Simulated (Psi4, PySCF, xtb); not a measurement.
Two rigid molecules brought together: H8Ge3 ··· H2O (SMILES [GeH3][GeH2][GeH3] and O), singlet. Monomers: optimised at B3LYP-D3(BJ) (def2-TZVP), held rigid. Orientation: lowest of the rigid-body minima from ten starts at GFN2-xTB. The monomers approach along the line of their centres of mass (distance R); nothing else relaxes.

RKS-BP86/6-31G* = restricted BP86/6-31G*, spherical d, no counterpoise correction in PySCF; RHF/LANL2DZ = restricted Hartree-Fock/LANL2DZ, with its core potentials past Ne, no counterpoise correction (PySCF 2.14.0); GFN1-xTB (xtb); wB97X-D/def2-TZVP, counterpoise-corrected (Psi4).

Interaction energies in kcal/mol; the last columns give the difference from wB97X-D:

```csv
R / Å,RKS-BP86/6-31G*,RHF/LANL2DZ,GFN1-xTB,wB97X-D/def2-TZVP,RKS-BP86/6-31G* − wB97X-D/def2-TZVP,RHF/LANL2DZ − wB97X-D/def2-TZVP,GFN1-xTB − wB97X-D/def2-TZVP
2.19,6.32,8.78,-3.22,8.84,-2.52,-0.05,-12.06
2.38,2.44,4.02,-8.89,3.91,-1.47,0.11,-12.80
2.57,0.08,1.12,-12.29,0.86,-0.77,0.26,-13.14
2.76,-1.29,-0.57,-13.99,-0.98,-0.31,0.41,-13.01
3.00,-2.14,-1.62,-14.44,-2.08,-0.06,0.45,-12.37
3.28,-2.41,-1.99,-13.47,-2.34,-0.08,0.35,-11.13
3.60,-2.28,-1.88,-11.40,-2.05,-0.23,0.18,-9.34
4.08,-1.80,-1.38,-7.91,-1.37,-0.43,-0.01,-6.54
4.75,-1.01,-0.75,-4.04,-0.68,-0.33,-0.07,-3.36
5.73,-0.20,-0.25,-1.19,-0.22,0.02,-0.03,-0.97
7.10,0.00,-0.07,-0.20,-0.05,0.05,-0.01,-0.15
```

RKS-BP86/6-31G* is furthest from wB97X-D/def2-TZVP at 2.19 (-2.52 kcal/mol, below); its mean absolute difference over the points is 0.57 kcal/mol.

RHF/LANL2DZ is furthest from wB97X-D/def2-TZVP at 3.00 (0.45 kcal/mol, above); its mean absolute difference over the points is 0.18 kcal/mol.

GFN1-xTB is furthest from wB97X-D/def2-TZVP at 2.57 (-13.14 kcal/mol, below); its mean absolute difference over the points is 8.63 kcal/mol.
